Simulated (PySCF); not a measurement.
Coordinates in bohr (charge 0 multiplicity 2):
```
Mo    0.0522    0.0000    0.0000
F     0.0518    0.0000    3.5163
F     0.0518    0.0000   -3.5163
F     3.4399    0.0000    0.0000
F    -1.9070    2.7998    0.0000
F    -1.9070   -2.7998    0.0000
```

All numbers come from UPBE0 in PySCF with Mo def2-SVP with ECP28, F def2-SVP; scalar-relativistic core potentials, no spin–orbit coupling; density-fitted integrals.

This geometry of MoF5 is a stationary point at this level.

**Question.** What is the point group?

**Answer.** C2v.

**Question.** Is it a minimum?

**Answer.** Yes: all harmonic wavenumbers are real.

**Question.** Which band is strongest in the infrared?

**Answer.** 725 cm⁻¹ (b2), 307 km/mol.

**Question.** Give the atomic charges and bond orders.

**Answer.** 
```
atom  Mulliken  Löwdin  polar tensor  spin (Mulliken)  Mayer order to Mo1
 Mo1      1.56    0.55          3.34             0.88                   –
F2,3     -0.34   -0.15         -0.70             0.05                1.03
  F4     -0.28   -0.07         -0.65            -0.02                1.10
F5,6     -0.29   -0.09         -0.64             0.02                1.10
```

**Question.** What is the atomisation energy, with and without zero-point energy?

**Answer.** 2328 kJ/mol without, 2299 kJ/mol with.

Only a few start shapes were tried, so a lower isomer may exist. Open d and f shells are described by one determinant, and the ground state may have another occupation or spin.
